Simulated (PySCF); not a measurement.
Structure problem from calculated spectra and properties.

Formula: C4H7FO2.

| Property | Result |
| --- | --- |
| Couplings | largest of the computed one-bond spin–spin couplings (means over like bonds): 19F–13C -282.8, 13C–1H +178.3, 13C–1H +153.9, 13C–1H +151.3, 13C–1H +150.6, 13C–1H +150.5, 13C–1H +142.8, 13C–1H +141.2 Hz [B3LYP/pcJ-1, spin–dipole term left out for some pairs] |
| UV, first state | lowest singlet excitation: 7.52 eV (165 nm, f = 0.015) [TDDFT wB97X-D/def2-SVPD] |
| NMR, other nuclei | isotropic shieldings of nuclei other than C and H, by class: 256 (1 O), 314 (1 O), 338 (1 F) ppm [GIAO PBE0/pcSseg-1] |
| UV, strongest line | among the 10 lowest singlet transitions: S3 at 8.31 eV (149 nm, f = 0.075) [TDDFT wB97X-D/def2-SVPD] |
| 13C NMR | chemical shifts (computed TMS as zero) by class: 105.0 (1 C), 69.8 (1 C), 67.2 (1 C), 61.5 (1 C) ppm [GIAO PBE0/pcSseg-1] |
| Valence photoelectron | vertical ionisation energy: 9.76 eV [ΔSCF wB97X-D/def2-SVPD] |
| Rotational structure | rotational constants A, B, C: 4.066, 2.883, 2.151 GHz [PBE0-D3(BJ)/def2-SVP] |

Gas-phase values; electronic properties from PySCF, density fitting. Levels stand in brackets. Geometry: PBE0-D3(BJ)/def2-SVP, one conformer, isolated molecule. NMR classes are plain means over equivalent atoms (diastereotopic ones count apart unless rotation or inversion swaps them), as if these changed places fast.

Q: Give a SMILES that accounts for the data.

A: Numbering: `[F:1][C@H:2]1[CH2:3][O:4][CH2:5][CH2:6][O:7]1`. Its formula, C4H7FO2, gives 1 degree of unsaturation: 1 ring and 0 π bonds in the structure found. 4 carbons fall into 4 classes; from least to most shielded: sp3 C–F carbon [C2] (105.0 ppm), ring sp3 carbon bound to oxygen [C3] (69.8 ppm), ring sp3 carbon bound to oxygen [C5] (67.2 ppm), ring sp3 carbon bound to oxygen [C6] (61.5 ppm). The other shieldings belong to: 256 ppm, cyclic ether oxygen [O7]; 314 ppm, cyclic ether oxygen [O4]; 338 ppm, alkyl fluorine [F1]. The couplings run between: -282.8 Hz, alkyl fluorine [F1] and sp3 C–F carbon [C2]; +178.3 Hz, sp3 C–F carbon [C2] and its hydrogen; +153.9 Hz, sp3 carbon bound to oxygen [C3] and its hydrogen; +151.3 Hz, sp3 carbon bound to oxygen [C6] and its hydrogen; +150.6 Hz, sp3 carbon bound to oxygen [C5] and its hydrogen; +150.5 Hz, sp3 carbon bound to oxygen [C6] and its hydrogen; +142.8 Hz, sp3 carbon bound to oxygen [C5] and its hydrogen; +141.2 Hz, sp3 carbon bound to oxygen [C3] and its hydrogen. The first electron is taken from the HOMO, whose largest Löwdin shares are 0.37 on a cyclic ether oxygen, 0.17 on a cyclic ether oxygen and 0.09 on each of 2 atoms of one kind (sp3 carbon bound to oxygen). The optimised geometry has point group C1 and is an asymmetric top. Structure: `F[C@H]1COCCO1`. The assignments are read from this structure; whether some other isomer fits the data as well wasn't checked. The mirror image fits equally.
